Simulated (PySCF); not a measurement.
Spinor energies of Hf³⁺ (hafnium, charge +3)

Start: [Xe] 4f14 6s1; 6s1/2 filled at m_j = +1/2. Calculated with PySCF 2.14 in x2c-TZVPall-2c with one added diffuse shell each of s, p, d type (12s12p11d2f, 117 functions): generalised Hartree-Fock with the X2C-1e Hamiltonian and a Gaussian nucleus; spin-orbit coupling (SO) screened by Boettger's factors. This is a chosen level, not necessarily the ground level.

```json
{"spinor shell": "1s1/2", "electrons": "2", "ε, screened SO (eV)": "-65704.7", "weight of nominal j (screened SO)": "1.000", "rms radius, screened SO (bohr)": "0.0215"}
{"spinor shell": "2s1/2", "electrons": "2", "ε, screened SO (eV)": "-11397.6", "weight of nominal j (screened SO)": "1.000", "rms radius, screened SO (bohr)": "0.0869"}
{"spinor shell": "2p1/2", "electrons": "2", "ε, screened SO (eV)": "-10866.9", "weight of nominal j (screened SO)": "1.000", "rms radius, screened SO (bohr)": "0.0740"}
{"spinor shell": "2p3/2", "electrons": "4", "ε, screened SO (eV)": "-9669.5", "weight of nominal j (screened SO)": "1.000", "rms radius, screened SO (bohr)": "0.0812"}
{"spinor shell": "3s1/2", "electrons": "2", "ε, screened SO (eV)": "-2680.0", "weight of nominal j (screened SO)": "1.000", "rms radius, screened SO (bohr)": "0.222"}
{"spinor shell": "3p1/2", "electrons": "2", "ε, screened SO (eV)": "-2444.9", "weight of nominal j (screened SO)": "1.000", "rms radius, screened SO (bohr)": "0.214"}
{"spinor shell": "3p3/2", "electrons": "4", "ε, screened SO (eV)": "-2183.7", "weight of nominal j (screened SO)": "1.000", "rms radius, screened SO (bohr)": "0.228"}
{"spinor shell": "3d3/2", "electrons": "4", "ε, screened SO (eV)": "-1790.2", "weight of nominal j (screened SO)": "1.000", "rms radius, screened SO (bohr)": "0.202"}
{"spinor shell": "3d5/2", "electrons": "6", "ε, screened SO (eV)": "-1733.7", "weight of nominal j (screened SO)": "1.000", "rms radius, screened SO (bohr)": "0.206"}
{"spinor shell": "4s1/2", "electrons": "2", "ε, screened SO (eV)": "-595.06", "weight of nominal j (screened SO)": "1.000", "rms radius, screened SO (bohr)": "0.498"}
{"spinor shell": "4p1/2", "electrons": "2", "ε, screened SO (eV)": "-497.35", "weight of nominal j (screened SO)": "1.000", "rms radius, screened SO (bohr)": "0.508"}
{"spinor shell": "4d3/2", "electrons": "4", "ε, screened SO (eV)": "-275.92", "weight of nominal j (screened SO)": "1.000", "rms radius, screened SO (bohr)": "0.571"}
{"spinor shell": "4d5/2", "electrons": "6", "ε, screened SO (eV)": "-264.57", "weight of nominal j (screened SO)": "1.000", "rms radius, screened SO (bohr)": "0.583"}
{"spinor shell": "5s1/2", "electrons": "2", "ε, screened SO (eV)": "-110.91", "weight of nominal j (screened SO)": "1.000", "rms radius, screened SO (bohr)": "1.21"}
{"spinor shell": "5p1/2", "electrons": "2", "ε, screened SO (eV)": "-79.535", "weight of nominal j (screened SO)": "1.000", "rms radius, screened SO (bohr)": "1.34"}
{"spinor shell": "5p3/2", "electrons": "4", "ε, screened SO (eV)": "-70.958", "weight of nominal j (screened SO)": "1.000", "rms radius, screened SO (bohr)": "1.44"}
{"spinor shell": "4f5/2", "electrons": "6", "ε, screened SO (eV)": "-63.002", "weight of nominal j (screened SO)": "1.000", "rms radius, screened SO (bohr)": "0.736"}
{"spinor shell": "4f7/2", "electrons": "8", "ε, screened SO (eV)": "-61.295", "weight of nominal j (screened SO)": "1.000", "rms radius, screened SO (bohr)": "0.740"}
{"spinor shell": "6s1/2", "electrons": "1", "ε, screened SO (eV)": "-29.866", "weight of nominal j (screened SO)": "1.000", "rms radius, screened SO (bohr)": "3.11"}
```

Task: Where does 4p3/2 lie, and what is the 4p spin-orbit splitting (screened SO)?

Result: At -437.04 eV, 60.305 eV above 4p1/2.

| quantity | screened SO |
| --- | --- |
| E (hartree) | -15081.19895 |
| M_J | 1/2 |
| ⟨J²⟩ | 0.750 |
| ⟨L²⟩ | 0.110 |
| ⟨S²⟩ | 0.861 |

Each row is a mean over spinors that exchange with the open shell spreads, by up to 0.428 eV (5s1/2).

Breit and QED terms are absent; they matter most for the inner s and p1/2 levels.

Densities and radii are taken from the X2C orbitals without a picture-change correction, which distorts them close to the nucleus.
